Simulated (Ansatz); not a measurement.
Computed with Ansatz on PBE0-D4/def2-TZVP structures; ΔE is electronic, products minus reactants. CCSD(T)/CBS adds triple-zeta CCSD(T) − MP2 to the extrapolated MP2 energy (def2 sets, frozen cores). This one scheme is used for every species. For Ge outer-core shells are correlated without core-valence functions, which leaves a few kJ/mol of doubt a bond. Scalar relativity is left out up to krypton. One conformer a species, not always the lowest.

Consider the formal exchange of groups at the Si–F bond: `O[SiH2][SiH2]F` + GeH₄ → `O[SiH2][SiH2][GeH3]` + H–F.

```tsv
species	HF/CBS(def2) energy (Eh)
`O[SiH2][SiH2]F`	-755.31658
GeH₄	-2077.72769
`O[SiH2][SiH2][GeH3]`	-2732.92290
H–F	-100.07071
```

Problem. Work out ΔE.

Solution. ΔE = (-2732.92290) + (-100.07071) − (-755.31658) − (-2077.72769) = 0.05066 Eh = +31.8 kcal/mol. CCSD(T)/CBS gives +21.6 kcal/mol.

Largest T1 diagnostic among the species: 0.012.

The D4 term adds −2.5 kcal/mol with B3LYP and −1.4 kcal/mol with PBE0; it sums over pairs of atoms, weighted by their polarisabilities, and B3LYP, whose exchange is more repulsive, gets the larger term. In def2-TZVPP, CCSD(T) changes the Hartree–Fock value by −8.9 kcal/mol (the triples alone add −1.2 kcal/mol) and MP2 by −8.8 kcal/mol.

B3LYP here is the variant with VWN-RPA as its local correlation; programs differ in this.
